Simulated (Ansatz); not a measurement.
**Which method gave which barrier?**

Saddle point of SiH2SF2, singlet (SiH₂SF₂ ([F][SiH]([F])[SH]) → SiF₂ + H₂S; bonds formed: S2–H3; bonds broken: Si1–S2, Si1–H3), PBE0-D4/def2-TZVP structure:

Si1  (-0.414, 0.817, -0.189)
S2  (0.576, -1.404, -0.291)
H3  (0.869, 0.149, -0.922)
F4  (-0.536, 1.011, 1.389)
F5  (-1.878, 0.471, -0.710)
H6  (1.383, -1.045, 0.722)
(Å)

Computed with Ansatz 0.2.0 (basis: def2-TZVPP, with def2-QZVPP for the basis limit); correlated methods freeze the cores. Extrapolation: Hartree–Fock as exp(−7.88 √X), correlation as X^−2.97. Four methods, as single points on the PBE0-D4 structures, gave these electronic barriers from the start structure: 250.2, 281.5, 321.4, 381.2 kJ/mol.

The methods were, in alphabetical order, BHLYP-D4, BLYP-D4, HF, PBE0-D4. Which gave which? (A judgement: the text doesn't fix the answer.)

The calculation gives: BLYP-D4 250.2; PBE0-D4 281.5; BHLYP-D4 321.4; HF 381.2 kJ/mol. For comparison, CCSD(T) at an estimated basis limit (MP2 extrapolated from triple and quadruple zeta, plus CCSD(T) − MP2 in triple zeta) gives 300.0 kJ/mol.

T1 diagnostic: at most 0.016. The restricted Hartree–Fock reference is unstable towards an unrestricted one at one or more of these structures.

Losses and insertions of silylenes and their heavier kin drive the gas-phase chemistry of silicon and germanium vapour deposition.

Labels in which every atom is bracketed show which atoms are joined, not bond orders.

For scale, one of the runs: CCSD(T)/def2-TZVPP, 174 basis functions, launched by `ansatz run in.yaml --threads 2 --pin off --events-out ev --progress --plain --max-ram 4352MiB`. Hardware: 2 CPU threads of an Intel Xeon 6975P-C, shared host. Wall time 24 s; peak host memory 1.6 GiB.
